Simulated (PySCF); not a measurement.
## Kr²⁺ (krypton, charge +2): r2SCAN calculation

Configuration: [Ar] 3d10 4s2 4p4, high-spin 3P determinant. All numbers are calculated (PySCF 2.14, the non-relativistic Hamiltonian (point nucleus), in 6-31G*).

```json
{"Total energy": "-2751.996 hartree", "One-electron energy": "-3796.149 hartree", "Hartree (Coulomb) energy": "1138.921 hartree", "Exchange-correlation energy": "-94.769 hartree", "Kinetic energy": "2748.68939 hartree", "⟨S²⟩": "2.0029", "⟨L²⟩": "2.010", "Sum of ⟨r⟩": "21.34 bohr", "Sum of ⟨r²⟩": "25.92 bohr²", "Traceless quadrupole moment −½Σ⟨3z² − r²⟩ along its main axis": "-1.40 e·bohr²", "Density at the nucleus (Gaussians lack the cusp)": "30400 bohr⁻³", "Spin density at the nucleus": "0.112 bohr⁻³", "Langevin diamagnetic susceptibility": "-20.5 ×10⁻⁶ cm³/mol", "Time after the integrals": "1 s of wall time on 1 thread of Neoverse-N1 (shared host)"}
```

| shell | electrons | mean orbital energy (hartree) | spread (hartree) | rms radius, mean of both spins (bohr) |
| --- | --- | --- | --- | --- |
| 1s α | 1 | -513.05709 | 0 | 0.0491 |
| 1s β | 1 | -513.04840 | 0 | 0.0491 |
| 2s α | 1 | -67.89688 | 0 | 0.203 |
| 2s β | 1 | -67.89500 | 0 | 0.203 |
| 2p α | 3 | -61.44262 | 0.01102 | 0.179 |
| 2p β | 3 | -61.43573 | 0.00439 | 0.179 |
| 3s α | 1 | -10.54603 | 0 | 0.578 |
| 3s β | 1 | -10.53785 | 0 | 0.578 |
| 3p α | 3 | -8.22328 | 0.03115 | 0.588 |
| 3p β | 3 | -8.21313 | 0.02336 | 0.588 |
| 3d α | 5 | -4.06223 | 0.03054 | 0.614 |
| 3d β | 5 | -4.04907 | 0.02071 | 0.614 |
| 4s α | 1 | -1.73758 | 0 | 1.64 |
| 4s β | 1 | -1.61829 | 0 | 1.64 |
| 4p α | 3 | -1.19475 | 0.06788 | 1.86 |
| 4p β | 1 | -1.11180 | 0 | 1.86 |
